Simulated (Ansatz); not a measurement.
Ansatz (a first-principles code) input (B3LYP/def2-TZVPD):

Ansatz 0.2 input:
```yaml
crystal:
  periodic: [false, false, false]
  atoms:
    - {symbol: Si, position_ang: [0.02908999, -0.00402637, 0.02666276]}
    - {symbol: C, position_ang: [1.85021283, 0.22848688, -0.19680745]}
    - {symbol: C, position_ang: [-0.56464748, -1.31075144, -1.17542634]}
    - {symbol: C, position_ang: [-0.90187632, 1.59665277, -0.21335869]}
    - {symbol: O, position_ang: [-0.29901045, -0.43931968, 1.59900165]}
    - {symbol: H, position_ang: [2.40491240, -0.16701151, -1.04164945]}
    - {symbol: H, position_ang: [2.45547030, 0.80105682, 0.49948737]}
    - {symbol: H, position_ang: [-0.37314561, -1.00589661, -2.20752655]}
    - {symbol: H, position_ang: [-1.63847704, -1.47780889, -1.06824625]}
    - {symbol: H, position_ang: [-0.05850485, -2.26542921, -1.01362187]}
    - {symbol: H, position_ang: [-1.96709807, 1.44884985, -0.02054212]}
    - {symbol: H, position_ang: [-0.78875175, 1.96978868, -1.23323329]}
    - {symbol: H, position_ang: [-0.53833343, 2.36480995, 0.47154875]}
    - {symbol: H, position_ang: [0.18661780, -1.18376195, 1.96204652]}
basis:
  gaussian:
    orbitals: def2-TZVPD
hamiltonian:
  xc: {name: B3LYP}
magnetization: {spin_polarized: true, initial_magnetization: 1}
output: {forces: true}
```

End of the output:

```
Atom 0 at     0.029090    -0.004026     0.026663 Å, force     0.006638     0.015190    -0.050478 eV/Å
Atom 1 at     1.850213     0.228487    -0.196807 Å, force     0.037760     0.006108     0.004110 eV/Å
Atom 2 at    -0.564647    -1.310751    -1.175426 Å, force    -0.014321    -0.027441    -0.014739 eV/Å
Atom 3 at    -0.901876     1.596653    -0.213359 Å, force    -0.017416     0.026558     0.002353 eV/Å
Atom 4 at    -0.299010    -0.439320     1.599002 Å, force    -0.006068    -0.016558     0.052283 eV/Å
Atom 5 at     2.404912    -0.167012    -1.041649 Å, force     0.017752     0.001339    -0.003435 eV/Å
Atom 6 at     2.455470     0.801057     0.499487 Å, force     0.019438     0.003209     0.002086 eV/Å
Atom 7 at    -0.373146    -1.005897    -2.207527 Å, force    -0.003894    -0.008442    -0.012855 eV/Å
Atom 8 at    -1.638477    -1.477809    -1.068246 Å, force    -0.009905    -0.011934    -0.008158 eV/Å
Atom 9 at    -0.058505    -2.265429    -1.013622 Å, force    -0.002736    -0.013228    -0.005870 eV/Å
Atom 10 at    -1.967098     1.448850    -0.020542 Å, force    -0.012746     0.012559     0.000490 eV/Å
Atom 11 at    -0.788752     1.969789    -1.233233 Å, force    -0.006797     0.014323    -0.004399 eV/Å
Atom 12 at    -0.538333     2.364810     0.471549 Å, force    -0.006383     0.016958     0.002735 eV/Å
Atom 13 at     0.186618    -1.183762     1.962047 Å, force    -0.001323    -0.018640     0.035880 eV/Å
Dipole moment:     0.180312    -0.140417    -0.134500 e Å
```

It need not be the lowest isomer of its formula.
